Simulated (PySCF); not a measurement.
**Two-component Hartree-Fock for P²⁺ (phosphorus, charge +2)**

Start: [Ne] 3s2 3p1; 3p3/2 filled at m_j = +3/2. Calculated with PySCF 2.14 in an uncontracted even-tempered set (21 s from 0.054 bohr⁻², ratio 2.4; 14 p from 0.071 bohr⁻², ratio 2.4; 6 d from 0.6 bohr⁻², ratio 2.6; 5 f from 0.91 bohr⁻², ratio 2.6): generalised Hartree-Fock with the X2C-1e Hamiltonian and a Gaussian nucleus; one run each with spin-orbit coupling (SO) screened by Boettger's factors, then bare. This is a chosen level, not necessarily the ground level.

```tsv
spinor shell	electrons	ε, screened SO (eV)	ε, bare SO (eV)	weight of nominal j (bare SO)	rms radius, bare SO (bohr)
1s1/2	2	-2206.7	-2206.7	1.000	0.120
2s1/2	2	-229.39	-229.39	1.000	0.559
2p1/2	2	-171.34	-171.44	0.980	0.538
3s1/2	2	-38.610	-38.611	0.999	1.89
3p3/2	1	-29.709	-29.705	1.000	2.13
```

**Question.** Where does 2p3/2 lie, and what is the 2p spin-orbit splitting (bare SO)?

**Answer.** At -170.51 eV, 0.931 eV above 2p1/2.

```tsv
quantity	screened SO	bare SO
E (hartree)	-340.46400	-340.46401
M_J	3/2	3/2
⟨J²⟩	3.759	3.759
⟨L²⟩	2.007	2.007
⟨S²⟩	0.752	0.752
```

Each row is a mean over spinors that exchange with the open shell spreads, by up to 2.959 eV (3s1/2).
